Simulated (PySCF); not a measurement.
Bonding in `CS[SiH2]CCN(C)C`

C₅H₁₅NSSi.
Atom-mapped SMILES: `[CH3:1][S:2][SiH2:3][CH2:4][CH2:5][N:6]([CH3:7])[CH3:8]` (hydrogens: H9, H10, H11 on C1; H12, H13 on Si3; H14, H15 on C4; H16, H17 on C5; H18, H19, H20 on C7; H21, H22, H23 on C8)

Cartesian coordinates in Å at the GFN2-xTB level; atoms count from 1:
```xyz
23
C5H15NSSi angstrom
C      4.837   -0.177    0.158
S      3.343   -0.908    0.890
Si     1.861    0.215   -0.177
C      0.171   -0.337    0.454
C     -0.952    0.353   -0.310
N     -2.241    0.196    0.341
C     -3.213    1.140   -0.169
C     -2.745   -1.159    0.253
H      4.848   -0.361   -0.911
H      4.856    0.889    0.359
H      5.688   -0.659    0.627
H      2.055   -0.051   -1.605
H      2.115    1.636    0.077
H      0.078   -1.420    0.366
H      0.063   -0.097    1.512
H     -0.972   -0.017   -1.352
H     -0.742    1.425   -0.350
H     -4.139    1.033    0.394
H     -2.838    2.153   -0.030
H     -3.434    0.990   -1.238
H     -2.902   -1.484   -0.789
H     -3.696   -1.217    0.780
H     -2.048   -1.842    0.731
```

Bond orders from the PBE0/pcSseg-1 density (PySCF). Isolated species at its GFN2-xTB geometry (one conformer only).

Question: How far do the computed orders between heavy atoms stray from the drawn ones?

Answer: The largest departure is 0.067, at Si3–C4 (drawn single, 0.933).

Question: Set the Mayer orders of the bonds beside their lengths.

Answer: 
| bond | drawn as | length (Å) | Mayer order |
| --- | --- | --- | --- |
| C1–S2 | single | 1.817 | 0.997 |
| S2–Si3 | single | 2.144 | 0.968 |
| Si3–C4 | single | 1.887 | 0.933 |
| C4–C5 | single | 1.523 | 1.038 |
| C5–N6 | single | 1.453 | 0.969 |
| N6–C7 | single | 1.448 | 0.983 |
| N6–C8 | single | 1.448 | 0.974 |
| C1–H9 | single | 1.085 | 0.950 |
| C1–H10 | single | 1.085 | 0.951 |
| C1–H11 | single | 1.084 | 0.959 |
| Si3–H12 | single | 1.466 | 0.916 |
| Si3–H13 | single | 1.465 | 0.918 |
| C4–H14 | single | 1.090 | 0.932 |
| C4–H15 | single | 1.091 | 0.932 |
| C5–H16 | single | 1.106 | 0.931 |
| C5–H17 | single | 1.093 | 0.949 |
| C7–H18 | single | 1.089 | 0.968 |
| C7–H19 | single | 1.089 | 0.967 |
| C7–H20 | single | 1.102 | 0.948 |
| C8–H21 | single | 1.102 | 0.947 |
| C8–H22 | single | 1.089 | 0.969 |
| C8–H23 | single | 1.087 | 0.964 |

Question: Sum the orders of all bonds at each heavy atom with more than one neighbour and set the sums beside the valence in the SMILES.

Answer: C1 3.857 (drawn 4), S2 1.965 (drawn 2), Si3 3.735 (drawn 4), C4 3.835 (drawn 4), C5 3.887 (drawn 4), N6 2.926 (drawn 3), C7 3.866 (drawn 4), C8 3.854 (drawn 4). Orders between atoms that aren't bonded are not in these sums.

Mayer orders depend on the basis set.
